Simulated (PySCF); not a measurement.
PbCl, SMILES [Cl][Pb+] (connectivity only; charge and spin as stated), charge +1, multiplicity 1. Atoms are numbered in the order given.

```xyz
2

Pb     0.0000     0.0000    -0.4034
Cl     0.0000     0.0000     1.9460
```
Charge +1, spin multiplicity 1.

Geometry optimised at PBE0-D3(BJ)/def2-TZVP. The multiplicity is an assumed one; other spin states were not compared. The def2 effective core potentials stand for the cores of Pb; spin–orbit coupling is left out.

The numbers are results of r2SCAN/def2-TZVPD in PySCF, not measurements.

Isolated molecule, no solvent.

Computed frontier levels, gap, dipole moment and polarisability:
The highest occupied level is -13.72 eV and the lowest empty level is -9.34 eV. The orbital gap comes out as 4.38 eV and the dipole moment about the centre of nuclear charge comes out as 2.70 D. The mean static polarisability is 41.5 bohr³ (6.15 Å³). The polarisability, principal values is 31.2, 31.2, 62.1 bohr³.
